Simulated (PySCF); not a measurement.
Species: C₄H₆N₂OS.
SMILES with atom numbers: `[CH3:1][CH2:2][O:3][c:4]1[n:5][cH:6][s:7][n:8]1` (hydrogens: H9, H10, H11 on C1; H12, H13 on C2; H14 on C6)

PySCF, density fitting, gas phase, GFN2-xTB geometry. The standard run uses grid level 2 after a coarse-grid start, the def2-universal JK fitting basis (with tight functions added where the orbital basis needs them), an energy threshold of 1e-9 Eh and DIIS. The changed runs have no coarse-grid stage.

Question: Standard PBE0/def2-SVPD: E = -738.069133 Eh, HOMO -7.212 eV, LUMO -1.199 eV, dipole 1.080 D, 14 cycles (coarse-grid cycles included). What changes at PBE0/def2-SVPD with: fitting basis def2-qzvpp-jkfit?

Answer: E = -738.069138 Eh (-0.005 mEh), HOMO -7.212 eV (0.000), LUMO -1.199 eV (0.000), dipole 1.080 D (0.000), 11 SCF cycles. The result matches the standard run within 0.02 mEh and 0.003 eV.

Question: Standard PBE0/pcSseg-1: E = -738.358667 Eh, HOMO -7.186 eV, LUMO -1.156 eV, dipole 1.200 D, 14 cycles (coarse-grid cycles included). What changes at PBE0/pcSseg-1 with: fitting basis def2-universal-jkfit?

Answer: E = -738.358703 Eh (-0.036 mEh), HOMO -7.186 eV (0.000), LUMO -1.156 eV (0.000), dipole 1.200 D (0.000), 11 SCF cycles. Of the changed settings only the fitting basis enters the energy expression; the total energy moves by 0.02 kcal/mol.

Question: What changes at PBE0/pcSseg-1 with: start guess sap?

Answer: E = -738.358667 Eh (0.000 mEh), HOMO -7.186 eV (0.000), LUMO -1.156 eV (0.000), dipole 1.200 D (0.000), 18 SCF cycles. The result matches the standard run within 0.02 mEh and 0.003 eV; such settings steer the iterations and don't enter the energy expression.

Shape of the structure used: `[CH3:1][CH2:2][O:3][c:4]1[n:5][cH:6][s:7][n:8]1`: C1–C2–O3–C4 -76°, C2–O3–C4–N5 179°.
